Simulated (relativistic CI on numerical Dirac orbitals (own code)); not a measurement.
**Mo2+: resonant inelastic scattering at the M2,3 edge**

Computed with this model: Dirac-Coulomb-Breit CI, KLI orbitals optimised for each configuration, a model potential for QED, valence Slater integrals scaled by 0.8, Kramers-Heisenberg scattering through one core-hole configuration in a parametric crystal field; configurations [Kr] 4d4 → [Ne] 3s2 3p5 3d10 4s2 4p6 4d5; 10 K; core-hole width 1.2 eV; summed over polarisations. Incident energies are the highest absorption maxima for each field (at most a few, so the weaker spin-orbit partner edge can be absent), on the computed scale of the free ion. Intensities are in per cent of the strongest line above 0.02 eV; levels within 1 cm⁻¹ are merged; final levels count from the ground level, the first row holds all elastic scattering, lines under 0.4 are left out and each table stops after 24 rows. The scale of the Slater integrals is a model choice and moves the terms in proportion.

Field parameters in Wybourne normalisation: D4h B²₀ = −7Ds, B⁴₀ = 21(Dq − Dt), B⁴₄ = 21√(5/14) Dq. The field is a parameter set, without covalency.

S is read from ⟨S²⟩ = S(S + 1).

D4h, 10Dq = 18000, Ds = -1500, Dt = 620 cm⁻¹:

| Final level (eV) | Degeneracy | Irrep | S | 398 eV | 415.8 eV |
| --- | --- | --- | --- | --- | --- |
| 0.000 | 1 | A1 | 1.05 | 677.7 | 75.3 |
| 0.012 | 2 | E | 1.04 | 0.5 | 4.0 |
| 0.428 | 2 | B1+B2 | 1.99 | 0.3 | 1.3 |
| 0.443 | 2 | E | 1.97 | 2.5 | 0.6 |
| 0.448 | 1 | A1 | 1.96 | 19.9 | 10.3 |
| 0.731 | 1 | A1 | 1.77 | 3.1 | 1.1 |
| 0.732 | 1 | A2 | 1.77 | 4.4 | 1.9 |
| 0.765 | 2 | E | 1.88 | 17.0 | 12.6 |
| 0.777 | 1 | B1 | 1.92 | 7.8 | 4.2 |
| 0.844 | 1 | B2 | 0.42 | 0.6 | 0.7 |
| 0.930 | 1 | B1 | 0.84 | 1.1 | 0.7 |
| 0.940 | 1 | A1 | 1.33 | 5.0 | 1.3 |
| 0.945 | 1 | A2 | 1.32 | 5.8 | 3.4 |
| 0.948 | 2 | E | 1.18 | 37.8 | 1.7 |
| 1.003 | 1 | B2 | 0.82 | 0.6 | 2.1 |
| 1.039 | 1 | B1 | 0.58 | 3.2 | 1.2 |
| 1.456 | 1 | A1 | 0.53 | 25.6 | 21.9 |
| 1.554 | 2 | E | 1.03 | 100.0 | 18.5 |
| 1.576 | 1 | A1 | 0.75 | 4.5 | 2.0 |
| 1.590 | 1 | B1 | 1.02 | 1.4 | 2.0 |
| 1.594 | 1 | B2 | 1.00 | 1.7 | 0.1 |
| 1.695 | 2 | E | 0.11 | 7.6 | 8.5 |
| 2.022 | 1 | A2 | 1.00 | 33.1 | 4.0 |
| 2.034 | 2 | E | 1.07 | 1.2 | 0.0 |

D4h, 10Dq = 18000, Ds = -860, Dt = 620 cm⁻¹:

```csv
Final level (eV),Degeneracy,Irrep,S,398 eV,415.7 eV
0.000,1,A1,1.05,721.0,73.5
0.013,2,E,1.04,0.6,3.9
0.429,1,B1,1.96,1.4,1.9
0.431,1,B2,1.97,0.0,0.8
0.436,1,A1,1.86,10.7,2.9
0.441,1,A2,1.88,3.9,1.2
0.444,2,E,1.93,2.1,3.6
0.459,1,A1,1.97,12.8,6.7
0.469,2,E,1.97,21.3,9.2
0.476,1,B1,1.98,4.8,3.0
0.706,1,A1,1.19,4.6,1.8
0.708,1,A2,1.18,8.1,4.1
0.719,1,B2,0.94,1.1,2.2
0.724,2,E,1.10,39.4,3.1
0.746,1,B1,1.05,3.4,2.1
0.907,1,B2,0.29,0.2,0.6
1.002,1,B1,0.13,1.6,0.3
1.393,1,A1,0.50,29.6,23.1
1.483,1,A2,1.03,0.6,0.6
1.507,2,E,0.13,19.9,6.3
1.509,2,E,1.02,100.0,22.4
1.526,1,A1,0.77,4.3,1.5
1.554,1,B1,1.02,1.7,1.6
1.559,1,B2,1.01,2.5,0.2
```

For the first field the strongest loss at the lowest incident energy is the level at 1.55 eV (S = 1.03, against 1.05 in the thermal ground state). Levels of other spin, the first over 8 % at 0.45 eV, appear because spin-orbit coupling of the core hole, and in heavier ions of the valence shell too, mixes spins.
